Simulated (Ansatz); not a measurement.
`OB(F)CF` → `[CH]F` + `OBF` at 298.15 K and 1 bar (formal loss of a carbene).

Gas-phase electronic energies from Ansatz, PBE0-D4/def2-TZVP geometries. CBS: MP2 limit from def2 TZ/QZ plus the TZ coupled-cluster correction, frozen cores. This one scheme is used for every species. Each species was taken in one conformer, which may not be the lowest.

```tsv
species	CCSD(T)/CBS energy (Eh)	H − E (kJ/mol)	S (J/(mol·K))
`OB(F)CF`	-339.52653	153.8	307.4
`[CH]F`	-138.29972	42.7	223.2
`OBF`	-201.07426	91.0	252.9
```

H − E and S are ideal-gas, rigid-rotor, harmonic terms from PBE0-D4/def2-TZVP, for one conformer and one mirror image of each species. 1 Eh = 2625.50 kJ/mol, R = 8.31446 J/(mol·K).

Problem. By hand: ΔE, ΔH, ΔS and ΔG.

Solution. ΔE = (-138.29972) + (-201.07426) − (-339.52653) = 0.15255 Eh = 400.5 kJ/mol. Δ(H − E) = 42.7 + 91.0 − 153.8 = -20.1, so ΔH = 380.4 kJ/mol. ΔS = 223.2 + 252.9 − 307.4 = 168.7 J/(mol·K). ΔG = 380.4 − 298.15 × (168.7)/1000 = 330.1 kJ/mol.

Problem. By hand: the equilibrium constant, and the temperature at which ΔG would vanish if ΔH and ΔS stayed fixed.

Solution. log₁₀ K = −ΔG/(RT ln 10) = -57.8. ΔG = 0 at ΔH/ΔS = 2255 K.

The number of gas molecules changes by +1, which sets the sign of ΔS. A doubt of 5 kJ/mol in ΔE shifts log₁₀ K by 0.9 here. Other conformers and mirror images would add mixing entropy, several J/(mol·K) or more a flexible species. These are equilibria of isolated gas molecules and say nothing of rates. Largest T1 diagnostic: 0.018 (customary marks: 0.02 for closed shells, 0.045 for open ones).
